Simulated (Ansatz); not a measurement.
Born–Oppenheimer molecular dynamics of Cl$_{2}$FH$_{3}$OSn (8 atoms, charge 0, multiplicity 1). It starts at the highest image of a converged band, a first-order saddle point between two minima.

Level of theory: RKS PBE/def2-SVP (Ansatz).

```yaml
ensemble: NVE (velocity Verlet)
time_step: 0.5 fs
steps_asked: 200
starting_velocities_drawn_for: 300 K
seed: 6217
```

First frame:

```xyz
8
Properties=species:S:1:pos:R:3
Sn 0.108 -0.201 -0.075
O -0.026 -0.146 2.064
H -0.944 -0.125 2.400
H 1.655 0.079 -0.754
Cl -1.089 1.846 -0.324
Cl -1.411 -1.723 -1.028
F 1.006 -1.909 1.097
H 0.497 -1.234 1.897
```

(1) How far do the bonds stretch over the last three quarters of this one trajectory? (Pairs bonded in most of those frames.)

## Answers

(1) 
```json
{"bond": "Sn1–O2", "mean (Å)": "2.057", "spread (Å)": "0.029", "shortest": "2.01", "longest": "2.14"}
{"bond": "Sn1–H4", "mean (Å)": "1.720", "spread (Å)": "0.053", "shortest": "1.64", "longest": "1.79"}
{"bond": "Sn1–Cl5", "mean (Å)": "2.373", "spread (Å)": "0.011", "shortest": "2.36", "longest": "2.39"}
{"bond": "Sn1–Cl6", "mean (Å)": "2.351", "spread (Å)": "0.038", "shortest": "2.30", "longest": "2.41"}
{"bond": "O2–H3", "mean (Å)": "0.979", "spread (Å)": "0.014", "shortest": "0.96", "longest": "1.00"}
{"bond": "F7–H8", "mean (Å)": "1.003", "spread (Å)": "0.042", "shortest": "0.93", "longest": "1.12"}
```

Mean temperature of the second half: 213 K. The conserved energy stayed within 0.12 meV per atom of its start (net change 0.065 meV per atom), so the integration is sound. A run of 0.1 ps of so small a system gives no equilibrium averages. The orbitals stay closed-shell, which can raise the energy where a bond breaks towards radicals; this wasn't checked here.

Time of the run: 6.6 min on 2 threads of Arm Neoverse V1 (shared host), peak memory 0.14 GiB.
